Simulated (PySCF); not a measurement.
# Dipole response of Tc (technetium, neutral)

[Kr] 4d7, high-spin 4F determinant (an excited configuration). Computed with PySCF 2.14 in dyall-av2z, with the non-relativistic Hamiltonian (point nucleus). Coupled (time-dependent) response in atomic units; α is the mean over directions. A double-zeta set is small for polarisabilities.

```tsv
method	mean α (bohr³)	α xx, yy, zz	C₆ (like pair)	S(−4)
BP86	71.01	71.63, 71.64, 69.75	407.5	21170
```

S(−4) is the Cauchy moment in α(ω) = α(0) + S(−4) ω² + …

Spin-orbit coupling is absent.

α(iu) at BP86:

```json
{"u (hartree)": "0", "α(iu) (bohr³)": "71.01"}
{"u (hartree)": "0.0500", "α(iu) (bohr³)": "47.15"}
{"u (hartree)": "0.100", "α(iu) (bohr³)": "31.19"}
{"u (hartree)": "0.200", "α(iu) (bohr³)": "19.07"}
{"u (hartree)": "0.300", "α(iu) (bohr³)": "14.56"}
{"u (hartree)": "0.500", "α(iu) (bohr³)": "10.45"}
{"u (hartree)": "0.750", "α(iu) (bohr³)": "7.600"}
{"u (hartree)": "1.00", "α(iu) (bohr³)": "5.722"}
{"u (hartree)": "1.50", "α(iu) (bohr³)": "3.512"}
{"u (hartree)": "2.00", "α(iu) (bohr³)": "2.352"}
{"u (hartree)": "3.00", "α(iu) (bohr³)": "1.257"}
{"u (hartree)": "5.00", "α(iu) (bohr³)": "0.5278"}
```

A single London oscillator, α(iu) = α/(1 + u²/ω²), gives C₆ = (3/4) ω α². Matching the computed C₆ needs ω = 4 × 407.5 / (3 × 71.01²) = 0.108 hartree.

The components differ because the open shell of this determinant is not spherical; for a pure term their mean is the scalar polarisability.

A non-relativistic calculation at this Z misses sizeable relativistic shifts.
